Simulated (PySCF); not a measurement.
C5H8F3PS.
Atom-mapped SMILES: `[CH3:1]/[CH:2]=[CH:3]/[P@@:4]([CH3:5])(=[S:6])[C:7]([F:8])([F:9])[F:10]` (hydrogens: H11, H12, H13 on C1; H14 on C2; H15 on C3; H16, H17, H18 on C5)

Computed with PySCF at PBE0/pcSseg-1, non-relativistic, on one gas-phase PBE0-D3(BJ)/def2-SVP geometry that isn't relaxed in the solvent. The solvent is an IEF-PCM continuum (van der Waals radii × 1.2). The model holds no explicit solvent molecules, cavitation or dispersion.

Gas phase at PBE0/pcSseg-1: HOMO -6.86 eV, LUMO -1.01 eV, dipole 4.49 D.

Task: What does the continuum do to the energy, the frontier levels and the dipole at PBE0/pcSseg-1 in dichloromethane?

Result: 
| solvent | ε | E(solvent) − E(gas) (kcal/mol) | polarisation term (kcal/mol) | distortion of the solute (kcal/mol) | HOMO (eV) | LUMO (eV) | dipole (D) |
| --- | --- | --- | --- | --- | --- | --- | --- |
| dichloromethane | 8.93 | -6.30 | -7.55 | 1.25 | -7.13 | -0.79 | 5.85 |

Polarisation term: ½ Σ q·V over the induced surface charges. Distortion: the rise of the solute's own energy as its density leaves the gas-phase optimum.

Task: Which radius a makes the point-dipole formula ΔE = −[(ε − 1)/(2ε + 1)]·μ²/a³ give the value in dichloromethane, with the gas-phase dipole?

Result: μ = 1.768 au and |ΔE| = 0.01004 Eh give a = 2.69 Å; the farthest nucleus lies 3.81 Å from the centroid of the nuclei, so such a sphere wouldn't even hold the nuclei. The formula assumes a rigid point dipole at the centre of a sphere.

Task: Which Mulliken charges (PBE0/pcSseg-1) respond most in dichloromethane (means over atoms taken as equivalent)?

Result: 
| atoms | environment | gas (e) | solvent (e) | change |
| --- | --- | --- | --- | --- |
| S6 | sulfur bonded to P | -0.331 | -0.433 | -0.102 |
| P4 | phosphorus bonded to 3 C and S | +0.320 | +0.360 | +0.040 |
| H15 | vinylic hydrogen | +0.143 | +0.164 | +0.021 |
| H16/H17/H18 | methyl hydrogen | +0.169 | +0.182 | +0.013 |
| C2 | alkene CH carbon | -0.160 | -0.169 | -0.009 |
| H11/H12/H13 | methyl hydrogen | +0.138 | +0.146 | +0.008 |
| H14 | vinylic hydrogen | +0.151 | +0.147 | -0.004 |
| C7 | CF3 carbon | +0.688 | +0.684 | -0.004 |
| C3 | alkene CH carbon | -0.337 | -0.334 | +0.003 |
| F8/F9/F10 | fluorine of a CF3 group | -0.255 | -0.258 | -0.003 |
| C1 | allylic carbon | -0.225 | -0.227 | -0.002 |
| C5 | sp3 carbon bound to phosphorus | -0.407 | -0.405 | +0.002 |

Task: Which Mayer bond orders change most in dichloromethane?

Result: 
```tsv
bond	length (Å)	gas	solvent	change
P4–S6	1.938	1.761	1.665	-0.096
C3–P4	1.799	0.883	0.907	+0.024
P4–C5	1.816	0.964	0.987	+0.023
C2–C3	1.338	1.845	1.826	-0.019
C7–F9	1.344	0.952	0.960	+0.008
C7–F10	1.324	1.020	1.012	-0.008
P4–C7	1.893	0.766	0.773	+0.007
C5–H16	1.099	0.921	0.915	-0.006
```

Task: How do the nuclear quadrupole coupling constants eQVzz/h respond in dichloromethane?

Result: 
| nucleus | Q (barn) | gas (MHz) | solvent (MHz) | η gas | η solvent |
| --- | --- | --- | --- | --- | --- |
| 33S at S6 | -0.06781 | -37.62 | -36.73 | 0.11 | 0.12 |

Conformer computed: `[CH3:1]/[CH:2]=[CH:3]/[P@@:4]([CH3:5])(=[S:6])[C:7]([F:8])([F:9])[F:10]`: C2–C3–P4–C5 -131°, C3–P4–C7–F8 172°.
